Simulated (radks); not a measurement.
Values are calculated unless marked as measured or tabulated.
Ag V, 43 electrons, occupied as [Kr] 4d7. Code: a radial shooting solver on a logarithmic mesh with Libxc functionals. Model: scalar-relativistic Kohn-Sham, r2SCAN, spin-unpolarised, spherical densities, finite nucleus; meta-GGA in the generalised Kohn-Sham scheme; Fermi nuclear charge, rms radius 4.5454 fm.

Normalised radial functions P(r) = r R(r), r in bohr:

```
   r/bohr * 3p, o 4d (the largest magnitude, 1.81, reaches the edge; | marks zero, & curves that meet)
 0.004521                             &
 0.005138                             o*
 0.005839                             o*
  0.00669                             o*
 0.007604                             o*
 0.008642                             o*
 0.009901                             o *
  0.01125                             o *
  0.01279                             o *
  0.01465                             o  *
  0.01665                             o   *
  0.01893                             o   *
  0.02169                             o    *
  0.02465                             o     *
  0.02801                             o       *
  0.03209                             o        *
  0.03648                             o         *
  0.04146                             |o          *
   0.0475                             |o           *
  0.05398                             |o            *
  0.06135                             |o             *
  0.07029                             | o            *
  0.07989                             | o            *
   0.0908                             |  o          *
    0.104                             |   o      *
   0.1182                             |    o  *
   0.1344                             |  *  o
    0.154                           * |     o
    0.175                     *       |      o
   0.1989               *             |       o
   0.2278         *                   |       o
    0.259     *                       |      o
   0.2943   *                         |     o
   0.3372  *                          |    o
   0.3832   *                         | o
   0.4356      *                      o
    0.499           *             o   |
   0.5672               *      o      |
   0.6446                   &         |
   0.7385                 o     *     |
   0.8394               o          *  |
    0.954              o            * |
    1.093              o             *|
    1.242               o             *
    1.412                 o           *
    1.617                   o         *
    1.838                     o       *
    2.089                       o     *
    2.394                         o   *
    2.721                           o *
    3.092                            o*
    3.543                            o*
    4.026                             &
```

3p: eigenvalue -622.82 eV, 1 radial node at r = 0.146 bohr, <r> = 0.367 bohr, 90 % of the charge inside 0.552 bohr. 4d: eigenvalue -60.137 eV, 1 radial node at r = 0.430 bohr, <r> = 1.19 bohr, 90 % of the charge inside 1.83 bohr.
